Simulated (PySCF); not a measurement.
# Br, SMILES `[Br]` (charge 0, multiplicity 2)

Method: TPSSh-D3(BJ)/def2-TZVP (PySCF).

* **highest occupied spin orbital**: -8.08 eV
* **dipole moment**: 0.00 D
* **total energy**: -2574.0232 Ha
* **cost**: about 4 core-seconds (a rough figure)

Bonds (Å): .
Charge 0, spin multiplicity 2.
